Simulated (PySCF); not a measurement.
Coordinates in bohr (charge 0 multiplicity 1):
```
Sr    0.0000    0.0000    0.0000
Cl    0.0000    0.0000    4.9509
Cl    0.0000    0.0000   -4.9509
```

Method: PySCF, PBE0, basis Sr def2-TZVP with ECP28, Cl def2-TZVP (scalar-relativistic core potentials, no spin–orbit coupling, density fitting).

This geometry of SrCl2 is a stationary point at this level.

Q: What is the point group?

A: D∞h.

Q: Is it a minimum?

A: No: it has 2 imaginary modes (one degenerate set), at 31i cm⁻¹ (πu).

Q: List the harmonic modes with their infrared intensities.

A: 
```csv
symmetry,ω (cm⁻¹),"IR (km/mol, summed over degenerate members)"
πu,31i,–
σg+,264,0.0
σu+,315,162
```

Q: What are the dipole moment and the gap between the highest occupied and lowest empty levels?

A: 0.00 D and 5.72 eV.

In D∞h the vibrations span πu + σg+ + σu+. The σg+ mode carries no infrared intensity, as symmetry demands. With a centre of inversion only u modes can be infrared active and only g modes Raman active.

Other isomers or separated fragments may lie lower. At this level a singlet minimum of C2v symmetry lies 2 kJ/mol below this structure.
